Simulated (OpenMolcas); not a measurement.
# Cu6+: Racah parameters, worked from levels

- Program: OpenMolcas
- Basis: ANO-RCC-VQZP [7s6p4d3f2g1h]
- Scalar Hamiltonian: DKH2, point nucleus
- Active space: 5 electrons in 10 orbitals (3d 4d)
- State averaging: 2S+1 = 6 even, 1 root; 2S+1 = 4 even, 24 roots; 2S+1 = 2 even, 52 roots
- Spin-orbit coupling: state interaction with AMFI integrals over the reference wave functions, term energies averaged over their components

Methods: CASSCF; MS-CASPT2, IPEA 0.25 Eh, imaginary shift 0.1 Eh (closed shells correlated: 3s 3p).

**Racah parameters.** Above ⁶S, d5 has ⁴D at 17B + 5C, ⁴G at 10B + 5C and ⁴P at 7B + 7C. The first two fix B and C, and the third tests them; where it misses by thousands of cm-1, two parameters do not describe the configuration (Trees and configuration-interaction terms are left out) and B and C hang on the terms chosen. Term energies are centres of gravity, weighted by 2J + 1.

| Source | ⁴D | ⁴G | B | C | C/B | ⁴P from B, C | ⁴P found |
| --- | --- | --- | --- | --- | --- | --- | --- |
| CASSCF | 63611 | 51020 | 1799 | 6607 | 3.67 | 58842 | 58353 |
| MS-CASPT2 | 57775 | 47986 | 1398 | 6800 | 4.86 | 57386 | 52832 |

Energies in cm-1. From CASSCF to MS-CASPT2, B changes by -22.3 % and C by +2.9 %.

CASPT2 breaks the degeneracy within a term, and the mean is taken; among the terms shown or strongly mixed into the levels shown the widest spread is 230 cm-1 (3d⁵ ⁴G, MS-CASPT2). Active for correlation alone: 4d; no level in the range computed is led by a configuration that fills it, so any true level of that kind is missing. Without dynamic correlation excited terms often stand tens of per cent too high (terms of higher spin than the ground term too low), and those without a measured partner can miss by more than the paired ones (holds for CASSCF). Only configurations of the active space appear.
